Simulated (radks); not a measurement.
Species: the chromium ion Cr4+. Configuration: [Ar] 3d2.

Method: Dirac Kohn-Sham, PBE, spin-unpolarised, spherical densities, point nucleus; open shells fill j = l - 1/2 first; computed with a radial shooting solver on a logarithmic mesh with Libxc functionals.

Energy parts (eV):
part                      energy
total                 -28484.828
kinetic                28824.446
electron-nucleus      -66810.933
Hartree                10777.964
exchange-correlation   -1276.305

Orbitals (lengths in bohr, moments of r in powers of bohr; <r^-3> diverges for s and p1/2; r(max) is where P^2 peaks; r(90%) holds 90 % of the orbital's charge):
\begin{tabular}{lrrrrr}
orbital & occ. & eigenvalue (eV) & r(max) & r(90%) & <r^-3> \\ \hline
1s1/2 & 2 & -5941.041 & 0.04160 & 0.114 & - \\
2s1/2 & 2 & -729.9678 & 0.2436 & 0.455 & - \\
2p1/2 & 2 & -629.1510 & 0.1962 & 0.424 & - \\
2p3/2 & 4 & -620.5125 & 0.1986 & 0.428 & 354.1 \\
3s1/2 & 2 & -132.7422 & 0.7682 & 1.30 & - \\
3p1/2 & 2 & -104.1839 & 0.7791 & 1.39 & - \\
3p3/2 & 4 & -103.0636 & 0.7854 & 1.40 & 46.24 \\
3d3/2 & 2 & -58.0520 & 0.7646 & 1.67 & 4.525 \\
3d5/2 & 0 & -57.9255 & 0.7664 & 1.67 & 4.468 \\
\end{tabular}

The highest occupied level is 3d3/2 at -58.052 eV. For comparison, the ionisation energy in NIST's Atomic Spectra Database is 69.46 eV (semi-empirical). In exact Kohn-Sham theory the highest level is minus the ionisation energy, but local and semilocal functionals leave it too shallow, through self-interaction and a potential that decays too fast; potentials with the right tail come closer. Summed over all electrons, <r^2> = 10.91 bohr^2, which gives a Langevin (diamagnetic) susceptibility term of -8.64 x 10^-6 cm^3/mol.

Beside tabulated values, note that spin-unpolarised runs miss the spin-polarisation part of the exchange energy of open shells.
